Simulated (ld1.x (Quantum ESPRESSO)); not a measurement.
**Configuration tests for Bi (Z = 83) (PAW)**

bismuth, PAW, made with ld1.x (Quantum ESPRESSO) 7.5 (LDA (PZ), non-relativistic). Core [Xe] 4f14, reference 5d10 6s2 6p3. Waves: 6s (bound): rcut 1.80, rcutus 2.30 bohr; 6s channel at -0.15 Ry: rcut 1.80, rcutus 2.30 bohr; 6p (bound): rcut 2.50, rcutus 2.85 bohr; 6p channel at 2.9 Ry: rcut 2.50, rcutus 2.85 bohr; 5d (bound): rcut 1.40, rcutus 1.55 bohr; 5d channel at 0.2 Ry: rcut 1.40, rcutus 1.55 bohr. Local part: all-electron potential smoothed inside 2.75 bohr (lloc = -1). Core correction: a·sin(br)/r model core, default radius (ld1.x builds one for every PAW set, though the input has nlcc=.false.). Augmentation charge: PSQ, radius 1.45 bohr.

Energies are relative to the spin-unpolarised reference configuration 5d10 6s2 6p3; without spin polarisation the order of configurations can differ from experiment. Spin-polarised rows fill each open shell by Hund’s rule, majority spin first.

```tsv
valence configuration	charge	ΔE all-electron (eV)	error AE − PS (meV)
5d10 6s2 6p2	+1	8.234	+0.1
5d10 6s2 6p0	+3	47.128	-5.3
5d10 6s2 6p3.3	-0.3	-1.195	+0.1
5d9 6s2 6p4	0	28.000	-61
5d10 6s2 6p2.5	+0.5	3.265	+0.1
5d10 6s1 6p0	+4	87.983	-22
5d10 6s2 6p3 (spin-polarised)	0	-0.990	+0.1
5d10 6s2 6p2 (spin-polarised)	+1	7.704	+0.2
```

(1) What are ΔE and the potential's error for 5d10 6s2 6p1?

## Answers

(1) ΔE = 23.712 eV all-electron; the error (AE − PS) is -0.3 meV.
